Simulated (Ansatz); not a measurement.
`CO[Si](Cl)(Cl)Cl`, 9 atoms. Charge 0, multiplicity 1. All runs use 4 threads of a server CPU on a shared host. Correlated methods freeze the cores.

Problem. Give the basis size and wall time and peak host memory of each of these runs in Ansatz. direct RPA on PBE orbitals/def2-TZVPP energy; RKS CAM-B3LYP-D4/def2-TZVPP energy; RKS BLYP-D4/def2-TZVPP energy; RKS ωB97M-V/def2-QZVPP energy; RHF-CCSD(T)/def2-SVP energy; RKS ωB97M-V/def2-SVP energy; RKS BHLYP-D4/def2-TZVPP energy; RKS revPBE-D4/def2-TZVPP energy; RHF-CCSD(T)/def2-TZVPP energy; RHF-MP2/def2-QZVPP energy; RKS PBE0-D4/def2-TZVP relaxation (6 steps); RKS PBE0-D4/def2-SVP energy. (Best estimate.)

Solution. Ansatz gave: Other jobs shared the machine, so times are rough.

```json
{"level": "RKS PBE0-D4/def2-SVP", "job": "energy", "functions": "115", "wall time": "1.6 s", "peak host memory (GiB)": "0.26"}
{"level": "RKS BLYP-D4/def2-TZVPP", "job": "energy", "functions": "272", "wall time": "2.9 s", "peak host memory (GiB)": "0.45"}
{"level": "RKS revPBE-D4/def2-TZVPP", "job": "energy", "functions": "272", "wall time": "2.9 s", "peak host memory (GiB)": "0.45"}
{"level": "RKS BHLYP-D4/def2-TZVPP", "job": "energy", "functions": "272", "wall time": "6 s", "peak host memory (GiB)": "1"}
{"level": "RKS ωB97M-V/def2-SVP", "job": "energy", "functions": "115", "wall time": "6.5 s", "peak host memory (GiB)": "0.39"}
{"level": "RKS CAM-B3LYP-D4/def2-TZVPP", "job": "energy", "functions": "272", "wall time": "6.5 s", "peak host memory (GiB)": "1.1"}
{"level": "direct RPA on PBE orbitals/def2-TZVPP", "job": "energy", "functions": "272", "wall time": "7.5 s", "peak host memory (GiB)": "0.67"}
{"level": "RHF-CCSD(T)/def2-SVP", "job": "energy", "functions": "115", "wall time": "7.5 s", "peak host memory (GiB)": "0.52"}
{"level": "RKS ωB97M-V/def2-QZVPP", "job": "energy", "functions": "484", "wall time": "33 s", "peak host memory (GiB)": "2.8"}
{"level": "RHF-MP2/def2-QZVPP", "job": "energy", "functions": "484", "wall time": "34 s", "peak host memory (GiB)": "3"}
{"level": "RKS PBE0-D4/def2-TZVP", "job": "relaxation (6 steps)", "functions": "228", "wall time": "41 s", "peak host memory (GiB)": "0.79"}
{"level": "RHF-CCSD(T)/def2-TZVPP", "job": "energy", "functions": "272", "wall time": "5.1 min", "peak host memory (GiB)": "6.7"}
```
